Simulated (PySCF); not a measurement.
The isolated species Cu(AsH3)(OH), `[OH][Cu]<-[AsH3]` is ionised with Al Kα (hν = 1486.6 eV). Calculated photoelectron kinetic energies of its computed core levels, recoil neglected:

```
line  kinetic energy (eV)
   1               950.93
   2               548.63
   3               527.97
```

The calculation used PySCF 2.14.0, delta-SCF UKS SCAN, pcX-2 on the ionised atom (unc-x2c-TZVPall on a metal), pcseg-1 elsewhere, spin-free X2C.

Question: Which element, shell and site does each line come from? Bonds: Cu1–As2, Cu1–O6. Hydrogens: H3, H4, H5 on As2; H7 on O6.

Answer: Against the vacuum level, binding energy = hν − kinetic energy.

```tsv
line	binding energy (eV)	level	atoms	environment
1	535.67	O 1s	O6	oxygen bonded to Cu and H
2	937.97	Cu 2p3/2	Cu1	copper bonded to As and O
3	958.63	Cu 2p1/2	Cu1	copper bonded to As and O
```

Question: Where does line 1 move with hν = 1253.6 eV?

Answer: To 1253.6 − 535.67 = 717.93 eV; every photoline shifts by the change in photon energy, -233.0 eV.

Question: Which photon energy gives electrons from O 1s of O6 a kinetic energy of 20 eV, and what is their de Broglie wavelength?

Answer: hν = 535.67 + 20 = 555.67 eV, recoil neglected; λ = 12.264 Å/√(E/eV) = 2.74 Å.

Other core shells, valence and Auger electrons aren't listed. For 2p shells one spin-free hole was relaxed; a mean-field spin–orbit operator and the ground-state splitting of the three 2p orbitals were then diagonalised within the shell. The shell's mean is (2 × 2p3/2 + 2p1/2)/3, and the degeneracies 2j + 1 give areas of 2:1. 2p1/2 minus 2p3/2 (ligand field included): Cu 20.66 eV. Satellites of the metal's 2p lines aren't described. No level of arsenic is listed. Isolated species at its PBE0-D3(BJ)/def2-SVP geometry, gas phase. Metal 2p energies of this one-determinant scheme are less reliable than its 1s energies.
